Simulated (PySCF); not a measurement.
**Gallium: a sound run and one with changed settings**

Sound run: Ga⁺ [Ar] 3d10 4s2, Ga²⁺ [Ar] 3d10 4s1. Calculation: PySCF 2.14, in cc-pVDZ-DK (5s4p2d, 27 functions); scalar relativity by spin-free X2C-1e. In the sound run the correlated levels freeze [Ar] 3d10. The sound run starts from symmetry-adapted Hartree-Fock orbitals and uses a fine grid where one is needed.

Changed run: no relativity, point nucleus. This setting is unsound on purpose.

```json
{"species": "Ga⁺", "method": "UHF", "sound run (hartree)": "-1941.88168", "changed run (hartree)": "-1913.00974", "converged": "yes"}
{"species": "Ga⁺", "method": "PBE", "sound run (hartree)": "-1943.24753", "changed run (hartree)": "-1914.37664", "converged": "yes"}
{"species": "Ga⁺", "method": "TPSS", "sound run (hartree)": "-1943.50375", "changed run (hartree)": "-1914.63256", "converged": "yes"}
{"species": "Ga⁺", "method": "MP2", "sound run (hartree)": "-1941.90512", "changed run (hartree)": "-1913.03350", "converged": "yes"}
{"species": "Ga⁺", "method": "CCSD(T)", "sound run (hartree)": "-1941.91730", "changed run (hartree)": "-1913.04623", "converged": "yes"}
{"species": "Ga²⁺", "method": "UHF", "sound run (hartree)": "-1941.19076", "changed run (hartree)": "-1912.33575", "converged": "yes"}
{"species": "Ga²⁺", "method": "PBE", "sound run (hartree)": "-1942.48278", "changed run (hartree)": "-1913.63115", "converged": "yes"}
{"species": "Ga²⁺", "method": "TPSS", "sound run (hartree)": "-1942.74910", "changed run (hartree)": "-1913.89690", "converged": "yes"}
```

Ionisation energy of Ga⁺:

```tsv
method	sound run (eV)	changed run (eV)
UHF	18.801	18.340
PBE	20.810	20.286
TPSS	20.535	20.018
MP2	19.439	18.987
SCS-MP2	19.566	19.116
CCSD	19.770	19.333
CCSD(T)	19.770	19.333
CCSDT	19.770	19.333
FCI	19.770	19.333
```

Most of the change in total energy is the relativistic energy itself. On top of that the contraction fixes the core shape for the Hamiltonian it was made with, so the changed run is not a good calculation with the other Hamiltonian either.

For comparison, NIST gives 20.515 eV between the lowest levels.
